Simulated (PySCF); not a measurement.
**Adding and removing an electron: MgIn**

PBE; basis Mg def2-SVP, In def2-SVP with ECP28; scalar-relativistic core potentials; PySCF 2.14. Neutral (UKS): doublet (π ↑), Re = 3.005 Å, ωe = 158 cm⁻¹, De = 0.51 eV, HOMO -3.00 eV, LUMO -2.83 eV.

MgIn⁺ (UKS): singlet (closed shell), Re = 3.317 Å, ωe = 130 cm⁻¹, De = 0.89 eV to Mg + In⁺. The energies at the minima are -390.00239 hartree for MgIn and -389.81120 for MgIn⁺.

**Question.** Work out the adiabatic ionisation energy, without and with harmonic zero-point energies (1 hartree = 27.2114 eV, 1 eV = 8065.5 cm⁻¹), and the change of the bond length.

**Answer.** At PBE: 0.19119 hartree = 5.203 eV between the minima; the zero-point term (130.0 − 158.0)/2 cm⁻¹ = -0.002 eV makes it 5.201 eV. Re changes by +31.2 pm against the neutral. The electron leaves a π orbital, and the longer bond of the ion fits a bonding orbital, or a change in how ionic the bond is.

Closed-shell solutions of metal pairs were not tested for spin polarisation, which can lower them a little. These are scalar-relativistic numbers at best; spin–orbit coupling would shift them, the dissociation energy most. For an ion De counts to the pair picked by the measured ionisation energies or electron affinities, which need not be the lowest pair at this level. States were picked by a PBE0 search and need not be the measured ground states.
